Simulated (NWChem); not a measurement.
System: C4H4F2; SMILES C(C(=C)F)(=C)F

Parts of the log:

```
             Northwest Computational Chemistry Package (NWChem) 7.3.0
             --------------------------------------------------------

                             Geometry "geometry" -> ""
                             -------------------------

 Output coordinates in angstroms (scale by  1.889725989 to convert to a.u.)

  No.       Tag          Charge          X              Y              Z
 ---- ---------------- ---------- -------------- -------------- --------------
    1 C                    6.0000     1.36735400    -1.25646500     0.00000000
    2 C                    6.0000     0.14877400    -0.71671100     0.00000000
    3 F                    9.0000    -0.94663300    -1.47650800     0.00000000
    4 C                    6.0000    -0.14877400     0.71671100     0.00000000
    5 C                    6.0000    -1.36735400     1.25646500     0.00000000
    6 F                    9.0000     0.94663300     1.47650800     0.00000000
    7 H                    1.0000     1.49129400    -2.33988400     0.00000000
    8 H                    1.0000     2.24314700    -0.60979300     0.00000000
    9 H                    1.0000    -2.24314700     0.60979300     0.00000000
   10 H                    1.0000    -1.49129400     2.33988400     0.00000000

 Effective nuclear repulsion energy (a.u.)     225.5761214842

                                 NWChem DFT Module
                                 -----------------

 Summary of "ao basis" -> "ao basis" (spherical)
 ------------------------------------------------------------------------------
       Tag                 Description            Shells   Functions and Types
 ---------------- ------------------------------  ------  ---------------------
 C                          def2-svp                 6       14   3s2p1d
 F                          def2-svp                 6       14   3s2p1d
 H                          def2-svp                 3        5   2s1p

 in cosmo_initialize ...
 calling solv_data for solv:h2o

 solvent parameters
 solvname_short: h2o
 solvname_long:  water
 dielec:       78.4000
 dielecinf:     1.7769
 aqueous SMD model solvent descriptors
 dielec:       78.4000
 sola:          0.8200

          ---------------
          -cosmo- solvent
          ---------------
 Cosmo: York-Karplus, doi: 10.1021/jp992097l
 dielectric constant -eps-     =  78.40
 screen = (eps-1)/(eps    )    =   0.98724
 surface charge correction     = lagrangian

   van der Waals surface
 --------------------------

[...]

                                COSMO-SMD solvation results
                                ---------------------------

             internal energy in gas <Psi(g)|H|Psi(g)> =      -353.823469142984
         internal energy in solvent <Psi(s)|H|Psi(s)> =      -353.823015776976
                               delta internal energy  =         0.000453366008 (    0.28 kcal/mol)
   total free energy in solvent <Psi(s)|H+V/2|Psi(s)> =      -353.828240774538
 polarization energy contribution <Psi(s)|V/2|Psi(s)> =        -0.005224997562 (   -3.28 kcal/mol)
    total free energy in solvent including G(SMD-CDS) =      -353.819931330539
                       G(SMD-CDS) energy contribution =         0.008309444000 (    5.21 kcal/mol)
     1 M fixed-concentration free energy of solvation =         0.003537812445 (    2.22 kcal/mol)

                       DFT Final Molecular Orbital Analysis
                       ------------------------------------

 Vector   21  Occ=2.000000D+00  E=-3.874339D-01
              MO Center= -6.1D-09, -1.9D-08,  5.4D-11, r^2= 3.2D+00
   Bfn.  Coefficient  Atom+Function         Bfn.  Coefficient  Atom+Function
  ----- ------------  ---------------      ----- ------------  ---------------
    33      0.311630   3 F  py               75     -0.311630   6 F  py
    19      0.261013   2 C  py               47     -0.261013   4 C  py
    36     -0.219967   3 F  py               78      0.219967   6 F  py
     4      0.181816   1 C  px               60     -0.181816   5 C  px
    32     -0.158209   3 F  px               74      0.158209   6 F  px

 Vector   22  Occ=2.000000D+00  E=-3.218799D-01
              MO Center= -4.0D-09,  3.3D-09, -7.7D-11, r^2= 2.9D+00
   Bfn.  Coefficient  Atom+Function         Bfn.  Coefficient  Atom+Function
  ----- ------------  ---------------      ----- ------------  ---------------
    20      0.288308   2 C  pz               48      0.288308   4 C  pz
    34      0.276339   3 F  pz               76      0.276339   6 F  pz
     6      0.232253   1 C  pz               62      0.232253   5 C  pz
    37     -0.212435   3 F  pz               79     -0.212435   6 F  pz
    23      0.151903   2 C  pz               51      0.151903   4 C  pz

 Vector   23  Occ=2.000000D+00  E=-2.611940D-01
              MO Center=  1.7D-09, -4.3D-09, -5.6D-10, r^2= 3.7D+00
   Bfn.  Coefficient  Atom+Function         Bfn.  Coefficient  Atom+Function
  ----- ------------  ---------------      ----- ------------  ---------------
     6      0.341705   1 C  pz               62     -0.341705   5 C  pz
     9      0.273559   1 C  pz               65     -0.273559   5 C  pz
    20      0.239397   2 C  pz               48     -0.239397   4 C  pz
    23      0.133771   2 C  pz               51     -0.133771   4 C  pz
    34      0.132121   3 F  pz               76     -0.132121   6 F  pz

 Vector   24  Occ=0.000000D+00  E=-3.812795D-02
              MO Center= -1.3D-09,  1.6D-09,  3.5D-10, r^2= 3.9D+00
   Bfn.  Coefficient  Atom+Function         Bfn.  Coefficient  Atom+Function
  ----- ------------  ---------------      ----- ------------  ---------------
     9      0.451402   1 C  pz               65      0.451402   5 C  pz
     6      0.342421   1 C  pz               62      0.342421   5 C  pz
    23     -0.305648   2 C  pz               51     -0.305648   4 C  pz
    20     -0.288051   2 C  pz               48     -0.288051   4 C  pz
    37      0.107842   3 F  pz               79      0.107842   6 F  pz

[...]
```

Level: PBE0/def2-SVP, SMD on the gas-phase geometry. All runs use the structure optimised with PBE0/def2-SVP. Solvent: water.

Write an input that gives this output.

Several could match; the one computed here: the input that was run:
```
start job
memory heap 200 mb stack 900 mb global 1100 mb
geometry units angstroms noautosym nocenter noautoz
  C      1.367354    -1.256465     0.000000
  C      0.148774    -0.716711     0.000000
  F     -0.946633    -1.476508     0.000000
  C     -0.148774     0.716711     0.000000
  C     -1.367354     1.256465     0.000000
  F      0.946633     1.476508     0.000000
  H      1.491294    -2.339884     0.000000
  H      2.243147    -0.609793     0.000000
  H     -2.243147     0.609793     0.000000
  H     -1.491294     2.339884     0.000000
end
basis spherical
  * library def2-svp
end
dft
  xc pbe0
  iterations 150
end
cosmo
  do_cosmo_smd true
  solvent water
end
task dft energy
```
